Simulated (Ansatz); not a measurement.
F$_{2}$H$_{3}$O$_{3}$Ta, SMILES `[OH][Ta]([OH])([OH])([F])[F]`. Charge 0, multiplicity 1. Ta takes the def2 core potential. All single points use the PBE0-D4/def2-TZVP geometry. It is one conformer, not always the lowest.

```xyz
9

O    -0.203    1.697   -0.444
Ta    0.097   -0.040    0.230
O    -1.243    0.043    1.570
O     1.317   -0.562   -1.146
F    -0.967   -1.451   -0.484
F     1.470   -0.067    1.502
H     0.260    2.030   -1.217
H    -2.053   -0.406    1.805
H     1.321   -1.245   -1.815
```

(1) What is the dipole moment at B3LYP/def2-TZVPP? (Estimate.)

(2) And with PBE, r2SCAN, ωB97M-V? (Estimate.)

(3) Give the Mulliken charges with B3LYP, PBE, ωB97M-V in def2-TZVPP. (An estimate is asked.)

Results:

(1) Computed: 1.92 D, with components (-0.54, -0.09, -1.84) D in this frame, pointing from negative to positive charge.

(2) Computed: PBE 1.86 D, r2SCAN 1.91 D, ωB97M-V 1.92 D.

(3) Ansatz gave: 
```json
{"atom": "O1", "B3LYP": "-0.37", "PBE": "-0.32", "ωB97M-V": "-0.35"}
{"atom": "Ta2", "B3LYP": "1.20", "PBE": "0.95", "ωB97M-V": "1.17"}
{"atom": "O3", "B3LYP": "-0.38", "PBE": "-0.33", "ωB97M-V": "-0.37"}
{"atom": "O4", "B3LYP": "-0.41", "PBE": "-0.36", "ωB97M-V": "-0.39"}
{"atom": "F5", "B3LYP": "-0.35", "PBE": "-0.30", "ωB97M-V": "-0.34"}
{"atom": "F6", "B3LYP": "-0.30", "PBE": "-0.25", "ωB97M-V": "-0.29"}
{"atom": "H7", "B3LYP": "0.21", "PBE": "0.21", "ωB97M-V": "0.20"}
{"atom": "H8", "B3LYP": "0.20", "PBE": "0.20", "ωB97M-V": "0.18"}
{"atom": "H9", "B3LYP": "0.20", "PBE": "0.20", "ωB97M-V": "0.19"}
```

B3LYP here is the variant with VWN-RPA as its local correlation; programs differ in this.
